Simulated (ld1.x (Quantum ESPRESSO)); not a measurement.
**What one change does to a pseudopotential (bismuth (Bi), TM)**

| Quantity | Value |
| --- | --- |
| Element | Bi (Z = 83) |
| Generator | ld1.x (Quantum ESPRESSO) 7.5 |
| Type | norm-conserving Troullier–Martins (Kleinman–Bylander form) |
| Functional | PBE |
| Relativity | scalar-relativistic |
| Frozen core | [Xe] 4f14 |
| Valence charge | 15 |
| Reference configuration | 5d10 6s1.75 6p3.25 |
| Partial waves | 6s (bound): rc 2.00 bohr; 5d (bound): rc 1.30 bohr; 5f channel at 0.05 Ry: rc 2.15 bohr; 6p (bound): rc 1.90 bohr |
| Local potential | the p channel |
| Core correction | a·sin(br)/r model core inside 1.00 bohr |

Change: core correction none.

Cutoffs: the cutoffs (Ry, on a coarse ladder) from which the occupation-weighted sum of valence levels, in a spherical-Bessel basis at the reference potential, stays within 10 and 1 mRy of its value at 400 Ry; they do not see the model core or the augmentation charge, which bear on the density cutoff. Errors are all-electron minus pseudo energies relative to the spin-unpolarised reference configuration.

Question: Predict the effect on cutoff, ghosts and configuration errors.

Answer: The potential gets neither clearly harder nor softer (90 Ry and 110 Ry → 90 Ry and 110 Ry); both files keep a bound ghost (s); of the 7 tests that both files solve, the error grows in 2 and shrinks in 4 by more than 15 % and 0.3 meV (median size 1.2 → 1.7 meV).

```csv
quantity,base,changed
"cutoff, loose",90 Ry,90 Ry
"cutoff, tight",110 Ry,110 Ry
bound ghosts,s,s
"error for 5d10 6s2 6p3, meV [ΔE -2.49 eV]",+0.3,+0.6
"error for 5d10 6s2 6p2, meV [ΔE 5.43 eV]",-2.4,-1.7
"error for 5d10 6s2 6p1, meV [ΔE 20.67 eV]",-9.6,-4.3
"error for 5d10 6s2 6p2.5, meV [ΔE 0.61 eV]",-1.1,-0.8
"error for 5d10 6s0 6p5, meV [ΔE 18.01 eV]",-8.1,+4.2
"error for 5d10 6s2 6p3.3, meV [ΔE -3.58 eV]",+1.2,+1.5
"error for 5d10 6s1 6p3, meV [ΔE 16.24 eV]",-0.8,+2.1
s: phases at 2.34 bohr within 0.05 rad from the reference energy up to (Ry; the scan ends near 5),4.0,4.0
p: phases at 2.34 bohr within 0.05 rad from the reference energy up to (Ry; the scan ends near 5),1.8,1.8
d: phases at 2.34 bohr within 0.05 rad from the reference energy up to (Ry; the scan ends near 5),0.3,0.3
f: phases at 2.34 bohr within 0.05 rad from the reference energy up to (Ry; the scan ends near 5),1.5,1.5
```

 A true bound ghost makes a file unfit for plane-wave use even where its test errors are small: the radial tests pick states by their node count and pass the ghost by.
